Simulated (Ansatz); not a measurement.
Coupled-cluster diagnostics for Nb₂P₂ (the lowest singlet isomer of a short search), Ansatz.

Geometry of the singlet (PBE0-D4/def2-SVP):

```xyz
4

Nb   -0.901    0.259    0.802
Nb    0.755   -0.948   -0.229
P    -1.158   -0.356   -1.442
P     1.303    1.046    0.869
```

In the def2 sets Nb takes a core potential; there is no spin–orbit coupling. Correlated methods freeze 10 core orbitals; core or outer-core shells of Nb are correlated, in sets that lack core-valence functions. The structure comes from a short search, and lower isomers may exist.

(1) Estimate the CCSD(T) correlation energy, the shares of MP2 and (T), T1 and the reference's ⟨S²⟩ for: charge 0, singlet, own geometry in def2-TZVPP; and the rough time on 4 threads of Arm Neoverse V1 on a shared host.

Results:

(1) 
```csv
state,basis,correlation (eV),MP2 share (%),(T) share (%),T1,⟨S²⟩ (pure),wall time,remarks
"charge 0, singlet, own geometry",def2-TZVPP,-36.225,104.9,8.7,0.040,0.00 (0.00),68 s,restricted SCF unstable
```
Customary marks for T1 are 0.02 (closed shells), 0.045 (open shells) and about 0.05 (3d metals). T1 exceeds 0.02 in 1 of 1 rows and 0.045 in 0; the higher it lies, the less the single-reference result can be trusted.
